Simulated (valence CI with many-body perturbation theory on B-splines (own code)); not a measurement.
**Lu XXIII: key properties**

Level of theory: valence CI with perturbative core correlation (CI+MBPT): three valence electrons over a frozen Dirac-Fock core [Kr] 4d10, a basis of 7 s, 7 p, 7 d, 7 f, 4 g, 2 h functions for each j, with the one-electron correlation potential Σ1, the two-electron term Σ2, the three-electron term Σ3, Breit, model QED; selected CI, second order for the rest, scaled by the run's own slope (own B-spline code, finite nucleus).

No measured levels were compared; by estimate terms of the open shell hold to a few per cent of their energy, and close levels can change places. Excitations out of the core, of the other parity, are not computed and may begin above about 148 eV (a cautious bound); beyond it only levels of the ground parity were kept, without lifetimes.

Names give the largest LS component (configuration and term), which can be under half, so a name can repeat, a term be missing and a line seem to break the LS rules; names also repeat where a configuration has a term twice.

Rates and lifetimes use the calculated energies. Strong lines usually hold to 10 to 20 %, long lifetimes can be off by a factor of two.

Q: What is the ground level?

A: 4f3 4I°_9/2, composition 86 % 4f3 4I° + 13 % 4f3 2H°, g = 0.751.

Q: Where does the other parity begin?

A: At 4f2 5s 4H_7/2, 605910 cm⁻¹.

Q: How well does LS coupling describe the low levels?

A: Among the lowest 20 levels the leading LS term, summed over configurations, holds 72 % on average. For single configurations the figures are 72 % in LS and 71 % in jj coupling. Terms mix most in the J = 3/2 level at 65572 cm⁻¹, where the leading one holds 35 %.

Q: Name the longest-lived excited levels whose lifetime is computed, and their main decay.

A: 4f3 4G°_5/2 at 48662 cm⁻¹ lives 91.5 ms, mostly by M1 to 4f3 4F°_3/2; 4f3 4F°_7/2 at 45180 cm⁻¹ lives 51.6 ms, mostly by M1 to 4f3 4I°_9/2; 4f3 4S°_3/2 at 44724 cm⁻¹ lives 41.0 ms, mostly by M1 to 4f3 4F°_3/2. The lifetime of 4f3 4F°_3/2 is too uncertain to give, and may be longer.

Q: How is the term 4I° of the ground level split?

A: J = 9/2 at 0, J = 11/2 at 14061, J = 13/2 at 26672, J = 15/2 at 38029 cm⁻¹.
